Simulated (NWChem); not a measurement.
System: C$_{3}$H$_{3}$N$_{2}$, doublet; SMILES [c]1cc[nH]n1

NWChem input:

```
start job
memory heap 200 mb stack 900 mb global 1100 mb
geometry units angstroms noautosym nocenter noautoz
  C     -1.194607    -0.049507     0.000000
  N     -0.575339     1.088404     0.000000
  N      0.720573     0.746994     0.000000
  C      0.908041    -0.594100     0.000000
  C     -0.349970    -1.175999     0.000000
  H      1.430016     1.469009     0.000000
  H      1.903828    -1.035050     0.000000
  H     -0.600249    -2.232935     0.000000
end
basis spherical
  * library def2-svpd
end
dft
  odft
  mult 2
  xc r2scan
  iterations 150
end
task dft gradient
```

Parts of the log:

```
             Northwest Computational Chemistry Package (NWChem) 7.3.0
             --------------------------------------------------------

                             Geometry "geometry" -> ""
                             -------------------------

 Output coordinates in angstroms (scale by  1.889725989 to convert to a.u.)

  No.       Tag          Charge          X              Y              Z
 ---- ---------------- ---------- -------------- -------------- --------------
    1 C                    6.0000    -1.19460700    -0.04950700     0.00000000
    2 N                    7.0000    -0.57533900     1.08840400     0.00000000
    3 N                    7.0000     0.72057300     0.74699400     0.00000000
    4 C                    6.0000     0.90804100    -0.59410000     0.00000000
    5 C                    6.0000    -0.34997000    -1.17599900     0.00000000
    6 H                    1.0000     1.43001600     1.46900900     0.00000000
    7 H                    1.0000     1.90382800    -1.03505000     0.00000000
    8 H                    1.0000    -0.60024900    -2.23293500     0.00000000

 Effective nuclear repulsion energy (a.u.)     155.1525318140

                                 NWChem DFT Module
                                 -----------------

 Summary of "ao basis" -> "ao basis" (spherical)
 ------------------------------------------------------------------------------
       Tag                 Description            Shells   Functions and Types
 ---------------- ------------------------------  ------  ---------------------
 C                         def2-svpd                 8       20   4s2p2d
 N                         def2-svpd                 8       20   4s2p2d
 H                         def2-svpd                 4        8   2s2p

            General Information
            -------------------
          SCF calculation type: DFT
          Wavefunction type:  spin polarized.
          No. of atoms     :     8
          No. of electrons :    35
           Alpha electrons :    18
            Beta electrons :    17
          Charge           :     0
          Spin multiplicity:     2
          Use of symmetry is: off; symmetry adaption is: off
          Maximum number of iterations: 150
          AO basis - number of functions:   124
                     number of shells:    52
          Convergence on energy requested:  1.00D-06
          Convergence on density requested:  1.00D-05
          Convergence on gradient requested:  5.00D-04

              XC Information
              --------------
                      r^2SCAN Method XC Functional
               r^2SCAN metaGGA Exchange Functional  1.000
                     r^2SCAN Correlation Potential  1.000

             Grid Information
             ----------------
          Grid used for XC integration:  medium
          Radial quadrature: Mura-Knowles
          Angular quadrature: Lebedev.
          Tag              B.-S. Rad. Rad. Pts. Rad. Cut. Ang. Pts.
          ---              ---------- --------- --------- ---------
          C                   0.70       49          10.0       434
          N                   0.65       49          10.0       434
          H                   0.35       45          11.0       434
          Grid pruning is: on
          Number of quadrature shells:   380
          Spatial weights used:  Erf1

      Superposition of Atomic Density Guess
      -------------------------------------

 Sum of atomic energies:        -222.86206396

      Non-variational initial energy
      ------------------------------

 Total energy =    -226.116432
 1-e energy   =    -607.653648
 2-e energy   =     226.384685
 HOMO         =      -0.197795
 LUMO         =       0.036712

   convergence    iter        energy       DeltaE   RMS-Dens  Diis-err
 ---------------- ----- ----------------- --------- --------- ---------
 d= 0,ls=0.0,diis     1   -225.1669055738 -3.80D+02  9.19D-03  1.25D-01
                                                     5.61D-03  1.15D-01
 d= 0,ls=0.0,diis     2   -225.1474292537  1.95D-02  4.19D-03  1.74D-01
                                                     4.02D-03  1.75D-01
 d= 0,ls=0.0,diis     3   -225.2129420476 -6.55D-02  1.91D-03  4.14D-02
                                                     1.77D-03  4.01D-02
 d= 0,ls=0.0,diis     4   -225.2306972953 -1.78D-02  8.01D-04  3.22D-03
                                                     5.63D-04  2.90D-03
 d= 0,ls=0.0,diis     5   -225.2319176610 -1.22D-03  3.57D-04  7.54D-04
                                                     2.78D-04  7.01D-04
  Resetting Diis
 d= 0,ls=0.0,diis     6   -225.2322609373 -3.43D-04  1.13D-04  1.16D-04
                                                     1.35D-04  1.53D-04
 d= 0,ls=0.0,diis     7   -225.2323332221 -7.23D-05  1.46D-04  2.21D-05
                                                     7.99D-05  8.77D-06
 d= 0,ls=0.0,diis     8   -225.2323162895  1.69D-05  7.91D-05  5.33D-05
                                                     6.40D-05  6.13D-05
 d= 0,ls=0.0,diis     9   -225.2323473789 -3.11D-05  2.11D-05  1.88D-06
                                                     1.65D-05  1.70D-06
 d= 0,ls=0.0,diis    10   -225.2323486994 -1.32D-06  2.24D-05  1.42D-06
                                                     2.25D-05  1.22D-06
 d= 0,ls=0.0,diis    11   -225.2323502885 -1.59D-06  9.89D-06  2.98D-07
                                                     6.12D-06  1.48D-07
 d= 0,ls=0.0,diis    12   -225.2323504485 -1.60D-07  3.47D-06  8.20D-08
                                                     4.71D-06  1.29D-07

         Total DFT energy =     -225.232350448544
      One electron energy =     -610.403896917376
           Coulomb energy =      261.009336409572
    Exchange-Corr. energy =      -30.990321754763
 Nuclear repulsion energy =      155.152531814022

 Numeric. integr. density =       35.000001775106

                    DFT Final Alpha Molecular Orbital Analysis
                    ------------------------------------------

 Vector   16  Occ=1.000000D+00  E=-2.574843D-01
              MO Center= -2.7D-01,  1.9D-01,  7.9D-10, r^2= 2.2D+00
   Bfn.  Coefficient  Atom+Function         Bfn.  Coefficient  Atom+Function
  ----- ------------  ---------------      ----- ------------  ---------------
     7      0.409193  1 C  pz                47      0.379305  3 N  pz
    50     -0.280027  3 N  pz                10      0.224719  1 C  pz
    27     -0.205962  2 N  pz                87      0.185251  5 C  pz
    67     -0.171918  4 C  pz                30      0.143774  2 N  pz
    90      0.115127  5 C  pz                70     -0.094252  4 C  pz

 Vector   17  Occ=1.000000D+00  E=-2.437909D-01
              MO Center=  4.4D-02, -3.4D-01, -1.0D-09, r^2= 2.3D+00
   Bfn.  Coefficient  Atom+Function         Bfn.  Coefficient  Atom+Function
  ----- ------------  ---------------      ----- ------------  ---------------
    87      0.370638  5 C  pz                67      0.350008  4 C  pz
    27      0.333434  2 N  pz                90      0.231265  5 C  pz
    30     -0.226960  2 N  pz                70      0.200641  4 C  pz
    47      0.139865  3 N  pz                50     -0.094225  3 N  pz
    17     -0.027292  1 C  d -1              12     -0.027092  1 C  d -1

 Vector   18  Occ=1.000000D+00  E=-2.388636D-01
              MO Center= -1.0D+00,  3.1D-01,  2.3D-10, r^2= 2.0D+00
   Bfn.  Coefficient  Atom+Function         Bfn.  Coefficient  Atom+Function
  ----- ------------  ---------------      ----- ------------  ---------------
     5      0.439848  1 C  px                23      0.376980  2 N  s
    24      0.364566  2 N  s                  8      0.317096  1 C  px
     3     -0.301279  1 C  s                 43     -0.255621  3 N  s
     2     -0.243276  1 C  s                 22      0.232421  2 N  s
    26     -0.212057  2 N  py               118      0.188416  8 H  s

 Vector   19  Occ=0.000000D+00  E=-2.393551D-02
              MO Center=  1.9D-01,  6.0D-02,  8.9D-10, r^2= 2.7D+00
   Bfn.  Coefficient  Atom+Function         Bfn.  Coefficient  Atom+Function
  ----- ------------  ---------------      ----- ------------  ---------------
    70     -0.403513  4 C  pz                67     -0.400059  4 C  pz
    27      0.372778  2 N  pz                47     -0.363347  3 N  pz
    50      0.341898  3 N  pz                30     -0.321969  2 N  pz
     7      0.207892  1 C  pz                90      0.176311  5 C  pz
    87      0.170645  5 C  pz                10      0.168430  1 C  pz

 Vector   20  Occ=0.000000D+00  E= 2.634894D-02
              MO Center= -5.0D-01, -4.6D-01,  1.5D-09, r^2= 2.8D+00
   Bfn.  Coefficient  Atom+Function         Bfn.  Coefficient  Atom+Function
  ----- ------------  ---------------      ----- ------------  ---------------
     7      0.446825  1 C  pz                10      0.443922  1 C  pz
    87     -0.415614  5 C  pz                90     -0.414690  5 C  pz
    27      0.259970  2 N  pz                67      0.232298  4 C  pz
    30     -0.222608  2 N  pz                70      0.213096  4 C  pz
   124     -0.108148  8 H  pz                19      0.083948  1 C  d  1

 Vector   21  Occ=0.000000D+00  E= 3.571402D-02
              MO Center=  1.7D+00,  5.9D-01,  1.9D-09, r^2= 5.8D+00
   Bfn.  Coefficient  Atom+Function         Bfn.  Coefficient  Atom+Function
  ----- ------------  ---------------      ----- ------------  ---------------
    64      3.329833  4 C  s                110     -1.800860  7 H  s
   102     -1.043313  6 H  s                 44      1.006086  3 N  s
     3     -0.917881  1 C  s                 83     -0.910663  5 C  s
    84     -0.647098  5 C  s                  4      0.604019  1 C  s
   107      0.554606  6 H  py               106      0.514829  6 H  px

                     DFT Final Beta Molecular Orbital Analysis
                     -----------------------------------------

 Vector   15  Occ=1.000000D+00  E=-2.807355D-01
              MO Center= -5.5D-01,  1.0D+00, -8.2D-10, r^2= 1.6D+00
   Bfn.  Coefficient  Atom+Function         Bfn.  Coefficient  Atom+Function
  ----- ------------  ---------------      ----- ------------  ---------------
    26      0.510749  2 N  py                63     -0.380339  4 C  s
    24     -0.331015  2 N  s                 44      0.317106  3 N  s
    23     -0.310676  2 N  s                 29     -0.242888  2 N  py
     3      0.223511  1 C  s                 22     -0.206798  2 N  s
     6      0.187241  1 C  py                 5      0.153302  1 C  px

 Vector   16  Occ=1.000000D+00  E=-2.456262D-01
              MO Center= -2.1D-01,  2.6D-01,  9.9D-10, r^2= 2.1D+00
   Bfn.  Coefficient  Atom+Function         Bfn.  Coefficient  Atom+Function
  ----- ------------  ---------------      ----- ------------  ---------------
     7      0.365967  1 C  pz                47      0.363890  3 N  pz
    27     -0.273526  2 N  pz                50     -0.270493  3 N  pz
    67     -0.204298  4 C  pz                30      0.198781  2 N  pz
    10      0.175954  1 C  pz                87      0.162135  5 C  pz
    90      0.119346  5 C  pz                70     -0.116903  4 C  pz

 Vector   17  Occ=1.000000D+00  E=-2.448088D-01
              MO Center=  2.0D-02, -4.0D-01,  2.3D-10, r^2= 2.2D+00
   Bfn.  Coefficient  Atom+Function         Bfn.  Coefficient  Atom+Function
  ----- ------------  ---------------      ----- ------------  ---------------
    87      0.394781  5 C  pz                67      0.324865  4 C  pz
    27      0.307426  2 N  pz                90      0.251877  5 C  pz
    30     -0.208348  2 N  pz                70      0.181598  4 C  pz
    47      0.176249  3 N  pz                50     -0.120127  3 N  pz
     7      0.046490  1 C  pz                17     -0.026561  1 C  d -1

 Vector   18  Occ=0.000000D+00  E=-1.074477D-01
              MO Center= -1.3D+00, -7.3D-03, -2.1D-10, r^2= 2.1D+00
   Bfn.  Coefficient  Atom+Function         Bfn.  Coefficient  Atom+Function
  ----- ------------  ---------------      ----- ------------  ---------------
    63      0.634625  4 C  s                  4      0.618368  1 C  s
    83     -0.499385  5 C  s                  5     -0.460719  1 C  px
    43      0.429502  3 N  s                 44     -0.404438  3 N  s
    23     -0.398554  2 N  s                 24     -0.386601  2 N  s
     3      0.373034  1 C  s                118     -0.289592  8 H  s

 Vector   19  Occ=0.000000D+00  E=-2.060888D-02
              MO Center=  3.2D-01, -1.1D-01,  8.8D-10, r^2= 2.7D+00
   Bfn.  Coefficient  Atom+Function         Bfn.  Coefficient  Atom+Function
  ----- ------------  ---------------      ----- ------------  ---------------
    70      0.439457  4 C  pz                67      0.434982  4 C  pz
    47      0.355076  3 N  pz                50     -0.338066  3 N  pz
    27     -0.323475  2 N  pz                30      0.278066  2 N  pz
    90     -0.244689  5 C  pz                87     -0.228574  5 C  pz
     7     -0.149838  1 C  pz               116      0.110270  7 H  pz

 Vector   20  Occ=0.000000D+00  E= 3.893534D-02
              MO Center=  1.6D+00,  4.8D-01,  3.8D-09, r^2= 6.3D+00
   Bfn.  Coefficient  Atom+Function         Bfn.  Coefficient  Atom+Function
  ----- ------------  ---------------      ----- ------------  ---------------
    64      3.381278  4 C  s                110     -1.877343  7 H  s
    83     -1.014363  5 C  s                  3     -0.994535  1 C  s
   102     -0.948800  6 H  s                 44      0.860176  3 N  s
     4      0.784854  1 C  s                107      0.535061  6 H  py
    84     -0.504172  5 C  s                 80      0.472742  4 C  d  2

   alpha - beta orbital overlaps
   -----------------------------

   alpha      1      2      3      4      5      6      7      8      9     10
    beta      1      2      3      4      5      6      7      8      9     10
 overlap   1.000  1.000  1.000  1.000  1.000  1.000  0.991  0.993  0.998  0.988

   alpha     11     12     13     14     15     16     17     18     19     20
    beta     11     12     13     14     15     16     17     18     19     21
 overlap   0.996  0.999  0.998  0.994  0.922  0.991  0.994  0.902  0.989  0.986

   alpha     21     22     23     24     25     26     27     28     29     30
    beta     20     22     23     24     25     26     27     29     28     30
 overlap   0.997  0.991  0.984  0.979  0.976  0.979  1.000  0.735  0.739  0.999

   alpha     31     32     33     34     35     36     37     38     39     40
    beta     31     32     33     34     35     36     37     38     39     40
 overlap   0.988  0.984  0.985  0.997  0.995  0.995  0.997  0.998  0.997  0.974

   alpha     41     42     43     44     45     46     47     48     49     50
    beta     41     42     43     44     45     46     47     49     48     50
 overlap   0.996  0.949  0.977  0.957  0.999  0.986  0.981  0.983  0.999  0.873

[...]

                         DFT ENERGY GRADIENTS

    atom               coordinates                        gradient
                 x          y          z           x          y          z
   1 C      -2.257480  -0.093555   0.000000    0.006561   0.005319   0.000000
   2 N      -1.087233   2.056785   0.000000    0.006623  -0.009396   0.000000
   3 N       1.361686   1.411614   0.000000   -0.011429  -0.003974  -0.000000
   4 C       1.715949  -1.122686   0.000000   -0.006361   0.004971   0.000000
   5 C      -0.661347  -2.222316   0.000000    0.003761   0.003697  -0.000000
   6 H       2.702338   2.776024   0.000000    0.000685   0.000148  -0.000000
   7 H       3.597713  -1.955961   0.000000    0.000374  -0.000498  -0.000000
   8 H      -1.134306  -4.219635   0.000000   -0.000215  -0.000268  -0.000000
```

Level: r2SCAN/def2-SVPD, spin-unrestricted. In the optimisation the excess spin sits in a' (Cs, its own frame). The geometry was optimised at PBE0/def2-SVP, spin-unrestricted. No stability test was run on the SCF state.
